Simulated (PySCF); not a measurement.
A ladder of Hamiltonians for Gd⁵⁴⁺ (gadolinium, charge +54)

Occupied: 1s1/2, 2s1/2, 2p1/2, 2p3/2. Hartree-Fock calculated with PySCF 2.14 in an uncontracted even-tempered set (19 s from 11 bohr⁻², ratio 2.3; 15 p from 13 bohr⁻², ratio 2.3), Gaussian nucleus throughout. NR is non-relativistic, sf-X2C the spin-free one-electron X2C Hamiltonian, X2C adds the bare one-electron spin-orbit term, X2C-SNSO screens it by Boettger's factors, DC is four-component Dirac-Coulomb, and the Gaunt and Breit terms are added at first order (total energies over the DC spinors, levels after relaxing the spinors in that mean field). QED terms are absent. Levels marked empty are virtual spinors of this ion.

| level (eV) | NR | sf-X2C | X2C | X2C-SNSO |
| --- | --- | --- | --- | --- |
| 1s1/2 | -51673.7 | -54727.8 | -54720.3 | -54720.8 |
| 2s1/2 | -11531.9 | -12398.7 | -12396.9 | -12397.0 |
| 2p1/2 | -11203.8 | -11503.4 | -12031.8 | -12013.1 |
| 2p3/2 | -11203.8 | -11503.4 | -11280.0 | -11286.6 |
| 3s1/2 (empty) | -4758.6 | -5029.8 | -5029.5 | -5029.5 |
| 3p1/2 (empty) | -4647.8 | -4767.9 | -4906.5 | -4901.7 |
| 3p3/2 (empty) | -4647.8 | -4767.9 | -4708.6 | -4710.4 |

Problem. Where do the four-component calculations put these levels?

Solution. 1s1/2: DC -54775.0, DC+Gaunt -54628.6, DC+Breit -54638.3; 2s1/2: DC -12404.2, DC+Gaunt -12388.7, DC+Breit -12389.7; 2p1/2: DC -12017.6, DC+Gaunt -11990.3, DC+Breit -11993.1; 2p3/2: DC -11291.8, DC+Gaunt -11273.1, DC+Breit -11275.9; 3s1/2 (empty): DC -5031.3, DC+Gaunt -5027.2, DC+Breit -5027.7; 3p1/2 (empty): DC -4902.8, DC+Gaunt -4895.7, DC+Breit -4896.7; 3p3/2 (empty): DC -4711.5, DC+Gaunt -4706.7, DC+Breit -4707.7 (eV).

```json
{"Hamiltonian": "NR", "E (hartree)": "-7645.9965", "E − E(DC) (hartree)": "400.0884", "CPU seconds": "0.35"}
{"Hamiltonian": "sf-X2C", "E (hartree)": "-8037.0369", "E − E(DC) (hartree)": "9.0480", "CPU seconds": "0.2"}
{"Hamiltonian": "X2C", "E (hartree)": "-8043.3494", "E − E(DC) (hartree)": "2.7355", "CPU seconds": "0.22"}
{"Hamiltonian": "X2C-SNSO", "E (hartree)": "-8042.9399", "E − E(DC) (hartree)": "3.1450", "CPU seconds": "0.23"}
{"Hamiltonian": "DC", "E (hartree)": "-8046.0849", "E − E(DC) (hartree)": "0.0000", "CPU seconds": "12"}
{"Hamiltonian": "DC+Gaunt", "E (hartree)": "-8037.2477", "E − E(DC) (hartree)": "8.8373", "CPU seconds": "19"}
{"Hamiltonian": "DC+Breit", "E (hartree)": "-8038.0186", "E − E(DC) (hartree)": "8.0663", "CPU seconds": "57"}
```

Weight of the small component: 1s1/2 0.0569, 2s1/2 0.0130, 2p1/2 0.0130, 2p3/2 0.0121, 3s1/2 0.00509, 3p1/2 0.00504, 3p3/2 0.00482.

Koopmans' value for the highest occupied level at DC+Breit: 11275.9 eV, against an ionisation energy of 11273 ± 5 eV (theoretical estimate listed by NIST; NIST Atomic Spectra Database, ionization energies); the former lacks relaxation, correlation, QED and recoil.

The whole ladder took 92 s of wall time on 1 thread of Intel(R) Xeon(R) 6975P-C (shared host), launched as `OMP_NUM_THREADS=1 python relrun2.py TASK.json OUT` (a driver that calls PySCF for each Hamiltonian).

Dirac-Coulomb iterations, started from the X2C spinors:

```
with_ssss True, with_gaunt False, with_breit False
light speed = 137.03599967994
init E= -8003.74043974145
cycle= 1 E= -8046.08388810775  delta_E= -42.3  |g|= 2.07  |ddm|= 0.0903
cycle= 2 E= -8046.08492647244  delta_E= -0.00104  |g|= 0.0255  |ddm|= 0.00328
cycle= 3 E= -8046.08492743928  delta_E= -9.67e-07  |g|= 0.000776  |ddm|= 0.000139
cycle= 4 E= -8046.08492744025  delta_E= -9.65e-10  |g|= 3.76e-06  |ddm|= 3.65e-06
```
